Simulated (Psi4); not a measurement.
I4Zr, triplet, geometry from GFN2-xTB (such geometries of metal compounds can be far from the true shape) (the multiplicity is a formal guess) (all electrons, no relativity). Base run: Psi4 with PBE/3-21G.

Input for Psi4:
```
memory 2 GB

molecule mol {
0 3
Zr   -0.000000   -0.000000   -0.000000
I     2.228370   -0.662210   -1.642873
I     0.882266    0.411365    2.674990
I    -1.222008    2.379867   -0.972683
I    -1.888628   -2.129022   -0.059434
}

set {
  basis 3-21g
  reference uks
  scf_type pk
}

energy('pbe')
print_variables()
```

Each row names what was changed in the base input (with any setting that the change needs).

```tsv
change	ΔE vs base (µEh)	SCF cycles	grid points	basis functions	outcome
base	0.0	44	109101	171	converged
guess = sadno	-	-	-	171	not converged
e_convergence = 1e-4	0.0	44	109101	171	converged
cholesky_tolerance = 1e-3 (with scf_type cd)	-	-	-	171	input refused
guess = gwh	1.4	45	109101	171	converged
dft_pruning_scheme = treutler	0.0	44	109101	171	converged
guess = modhuckel	-	-	-	171	not converged
e_convergence = 1e-10	0.0	49	109101	171	converged
```

Open shells are given as the SCF converged; they aren't shown to be the lowest states, and a large step between rows can be another state.

- cholesky_tolerance = 1e-3 (with scf_type cd): ended with `Fatal Error: Not enough memory for CD.`
